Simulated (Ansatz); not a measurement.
F₂Mg, charge +1, doublet, at a GFN2-xTB geometry (such geometries of metal compounds can be far from the true shape) (a state made from the parent by changing its charge; the spin is typed, not shown lowest), atoms displaced at random by about 0.02 Å a coordinate. Base run: Ansatz (a quantum-chemistry and plane-wave program) with HF/6-311G**.

Here is a job for Ansatz.
Ansatz 0.2 input:
```yaml
crystal:
  periodic: [false, false, false]
  atoms:
    - {symbol: Mg, position_ang: [0.04278516, -0.02497155, 0.00214646]}
    - {symbol: F, position_ang: [-0.21210010, 1.31391400, -1.16806589]}
    - {symbol: F, position_ang: [0.18953951, -1.34436483, 1.22221412]}
basis:
  gaussian:
    orbitals: 6-311G__.json
hamiltonian:
  xc: hf
total_charge: 1
magnetization: {spin_polarized: true, initial_magnetization: 1}
relax: {}
```
The basis file holds 6-311G** in the JSON format of the Basis Set Exchange.

The base run was repeated with changes; each row names its change, and settings that it needs were set with it.

```csv
change,ΔE vs base (kcal/mol),optimiser steps,core-seconds (rough)
base,0.000,14,10
relax = escape_saddle: false,0.017,6,8
relax = f_tol: 0.05,0.015,8,9
relax = max_displacement: 0.5,0.007,12,10
relax = f_tol: 0.002,0.000,15,10
relax = max_displacement: 0.02,0.000,20,20
relax = f_tol: 0.1,0.015,8,9
```
